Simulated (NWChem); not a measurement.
System: C2H4N2Si; SMILES N#C/N=C\[SiH3]

NWChem input:

```
start job
memory heap 200 mb stack 900 mb global 1100 mb
geometry units angstroms noautoz
  N     -0.950558    -2.263485     0.000175
  C     -0.029733    -1.550582     0.000060
  N      1.096621    -0.838468     0.000108
  C      1.082993     0.445003    -0.000584
  Si    -0.466570     1.571893    -0.001890
  H      2.083443     0.909167    -0.000306
  H     -1.261367     1.282769     1.225783
  H      0.003331     2.985461    -0.008383
  H     -1.266887     1.272891    -1.223546
end
basis spherical
  * library def2-tzvp
end
dft
  xc hfexch
  iterations 150
  semidirect filesize 400000000
  mulliken
end
task dft energy
```

Output (shortened):

```
             Northwest Computational Chemistry Package (NWChem) 7.3.0
             --------------------------------------------------------

 C1  symmetry detected

                             Geometry "geometry" -> ""
                             -------------------------

 Output coordinates in angstroms (scale by  1.889725989 to convert to a.u.)

  No.       Tag          Charge          X              Y              Z
 ---- ---------------- ---------- -------------- -------------- --------------
    1 N                    7.0000    -0.92879119    -2.27849809     0.00003146
    2 C                    6.0000    -0.01750390    -1.55344303    -0.00004134
    3 N                    7.0000     1.09930482    -0.82645062    -0.00003346
    4 C                    6.0000     1.06865265     0.45672686     0.00001626
    5 Si                  14.0000    -0.49572247     1.56296316    -0.00002607
    6 H                    1.0000     2.06285758     0.93412087     0.00016205
    7 H                    1.0000    -1.28611599     1.26262384     1.22779734
    8 H                    1.0000    -0.04461629     2.98264353    -0.00589531
    9 H                    1.0000    -1.29249862     1.25406553    -1.22153453

 Effective nuclear repulsion energy (a.u.)     184.3604365130

  xc_inp: hfexch multiplicative factor not found.

                                 NWChem DFT Module
                                 -----------------

 Summary of "ao basis" -> "ao basis" (spherical)
 ------------------------------------------------------------------------------
       Tag                 Description            Shells   Functions and Types
 ---------------- ------------------------------  ------  ---------------------
 N                         def2-tzvp                11       31   5s3p2d1f
 C                         def2-tzvp                11       31   5s3p2d1f
 Si                        def2-tzvp                13       37   5s5p2d1f
 H                         def2-tzvp                 4        6   3s1p

            General Information
            -------------------
          SCF calculation type: DFT
          Wavefunction type:  closed shell.
          No. of atoms     :     9
          No. of electrons :    44
           Alpha electrons :    22
            Beta electrons :    22
          Charge           :     0
          Spin multiplicity:     1
          Use of symmetry is: off; symmetry adaption is: off
          Maximum number of iterations: 150
          AO basis - number of functions:   185
                     number of shells:    73
          Convergence on energy requested:  1.00D-06
          Convergence on density requested:  1.00D-05
          Convergence on gradient requested:  5.00D-04

              XC Information
              --------------
                     Hartree-Fock (Exact) Exchange  1.000

      Superposition of Atomic Density Guess
      -------------------------------------

 Sum of atomic energies:        -474.80040733

      Non-variational initial energy
      ------------------------------

 Total energy =    -477.030600
 1-e energy   =   -1016.931458
 2-e energy   =     355.540422
 HOMO         =      -0.293116
 LUMO         =      -0.084734

------------------------------------------------------------
EAF file 0: "./job.aoints.0" size=397934592 bytes
------------------------------------------------------------
               write      read    awrite     aread      wait
               -----      ----    ------     -----      ----
     calls:      759         0         0         0         0
   data(b): 3.98e+08  0.00e+00  0.00e+00  0.00e+00
   time(s): 0.00e+00  0.00e+00  0.00e+00  0.00e+00  0.00e+00
rate(mb/s): 0.00e+00  0.00e+00
------------------------------------------------------------

     ---------------------------------------------
      Total Density - Mulliken Population Analysis
     ---------------------------------------------

    Atom       Charge   Shell Charges
 -----------   ------   -------------------------------------------------------
    1 N    7     7.78   0.82  1.15  0.63  0.94  0.25  1.53  1.68  0.74  0.01  0.03  0.00
    2 C    6     5.34   0.86  1.12  0.60  0.36  0.05  1.02  0.95  0.26  0.04  0.06  0.02
    3 N    7     7.41   0.82  1.16  0.58  0.87  0.20  1.46  1.70  0.58  0.01  0.04  0.00
    4 C    6     5.82   0.86  1.12  0.56  0.67  0.12  1.02  1.10  0.29  0.02  0.06  0.01
    5 Si  14    13.69   2.00  0.59  1.39  0.89  0.48  4.11  1.73  0.52  1.33  0.49  0.08  0.07  0.01
    6 H    1     0.86   0.24  0.46  0.13  0.02
    7 H    1     1.03   0.22  0.54  0.26  0.01
    8 H    1     1.04   0.23  0.54  0.26  0.01
    9 H    1     1.03   0.22  0.54  0.26  0.01

   convergence    iter        energy       DeltaE   RMS-Dens  Diis-err
 ---------------- ----- ----------------- --------- --------- ---------
 d= 0,ls=0.0,diis     1   -475.7947023249 -6.60D+02  3.82D-03  7.57D-01
 d= 0,ls=0.0,diis     2   -475.8585860632 -6.39D-02  1.80D-03  5.45D-01
 d= 0,ls=0.0,diis     3   -475.9172906012 -5.87D-02  6.05D-04  1.39D-02
 d= 0,ls=0.0,diis     4   -475.9203194925 -3.03D-03  1.63D-04  3.03D-03
 d= 0,ls=0.0,diis     5   -475.9207652445 -4.46D-04  8.46D-05  2.23D-04
  Resetting Diis
 d= 0,ls=0.0,diis     6   -475.9208179269 -5.27D-05  3.21D-05  2.48D-05
 d= 0,ls=0.0,diis     7   -475.9208261159 -8.19D-06  8.53D-06  4.04D-06
 d= 0,ls=0.0,diis     8   -475.9208272428 -1.13D-06  4.31D-06  1.04D-06
 d= 0,ls=0.0,diis     9   -475.9208276766 -4.34D-07  7.16D-06  6.70D-07

         Total DFT energy =     -475.920827676614
      One electron energy =    -1019.102408965468
           Coulomb energy =      404.130582011884
    Exchange-Corr. energy =      -45.309437236047
 Nuclear repulsion energy =      184.360436513017

 Numeric. integr. density =        0.000000000000

                       DFT Final Molecular Orbital Analysis
                       ------------------------------------

 Vector   20  Occ=2.000000D+00  E=-5.004621D-01
              MO Center=  5.9D-02, -6.1D-01,  8.3D-04, r^2= 3.9D+00
   Bfn.  Coefficient  Atom+Function         Bfn.  Coefficient  Atom+Function
  ----- ------------  ---------------      ----- ------------  ---------------
    38      0.214114  2 C  py                41      0.194453  2 C  py
    99      0.192650  4 C  px               102      0.181795  4 C  px
     6     -0.175165  1 N  px                 9     -0.147730  1 N  px
     7      0.133348  1 N  py               163      0.132043  6 H  s
    10      0.127419  1 N  py               140      0.111264  5 Si py

 Vector   21  Occ=2.000000D+00  E=-4.267036D-01
              MO Center= -5.0D-03, -1.2D+00,  1.4D-04, r^2= 2.9D+00
   Bfn.  Coefficient  Atom+Function         Bfn.  Coefficient  Atom+Function
  ----- ------------  ---------------      ----- ------------  ---------------
     8      0.266247  1 N  pz                11      0.238513  1 N  pz
    39      0.192433  2 C  pz                42      0.185022  2 C  pz
    70     -0.185892  3 N  pz                73     -0.181507  3 N  pz
   104     -0.175481  4 C  pz               101     -0.173726  4 C  pz
    14      0.145052  1 N  pz                76     -0.133321  3 N  pz

 Vector   22  Occ=2.000000D+00  E=-4.181354D-01
              MO Center=  3.2D-01, -1.0D+00,  5.7D-05, r^2= 3.4D+00
   Bfn.  Coefficient  Atom+Function         Bfn.  Coefficient  Atom+Function
  ----- ------------  ---------------      ----- ------------  ---------------
    68      0.229609  3 N  px                71      0.209104  3 N  px
     7      0.199411  1 N  py                10      0.179144  1 N  py
    74      0.167125  3 N  px                66      0.159288  3 N  s
    69     -0.144274  3 N  py                37     -0.137291  2 C  px
    72     -0.133042  3 N  py               139      0.127629  5 Si px

 Vector   23  Occ=0.000000D+00  E= 3.637179D-02
              MO Center=  6.1D-01,  1.7D-01, -3.2D-04, r^2= 3.9D+00
   Bfn.  Coefficient  Atom+Function         Bfn.  Coefficient  Atom+Function
  ----- ------------  ---------------      ----- ------------  ---------------
   107      0.438963  4 C  pz               144      0.438264  5 Si pz
   170     -0.393187  7 H  s                182      0.391576  9 H  s
    76     -0.343274  3 N  pz               104      0.240166  4 C  pz
   101      0.231906  4 C  pz                14      0.202139  1 N  pz
    70     -0.202828  3 N  pz                73     -0.181425  3 N  pz

 Vector   24  Occ=0.000000D+00  E= 9.909484D-02
              MO Center= -6.8D-01,  1.8D+00,  2.5D-05, r^2= 6.7D+00
   Bfn.  Coefficient  Atom+Function         Bfn.  Coefficient  Atom+Function
  ----- ------------  ---------------      ----- ------------  ---------------
    98      2.154756  4 C  s                142     -1.835250  5 Si px
   129     -1.318818  5 Si s                106      1.004777  4 C  py
   143      0.990897  5 Si py               164     -0.695410  6 H  s
   105     -0.544452  4 C  px                 5      0.498941  1 N  s
   170     -0.374873  7 H  s                182     -0.375166  9 H  s

 Vector   25  Occ=0.000000D+00  E= 1.371820D-01
              MO Center= -6.6D-01,  1.2D+00,  6.6D-03, r^2= 5.7D+00
   Bfn.  Coefficient  Atom+Function         Bfn.  Coefficient  Atom+Function
  ----- ------------  ---------------      ----- ------------  ---------------
   143      1.804052  5 Si py               129     -1.597622  5 Si s
    98      1.393726  4 C  s                182      1.311265  9 H  s
   170      1.300127  7 H  s                176     -1.062555  8 H  s
   142      1.031517  5 Si px                67     -0.494383  3 N  s
   105     -0.434296  4 C  px                75     -0.324847  3 N  py

[...]
```

Level: Hartree-Fock/def2-TZVP. The geometry was optimised at PBE0/def2-SVP.
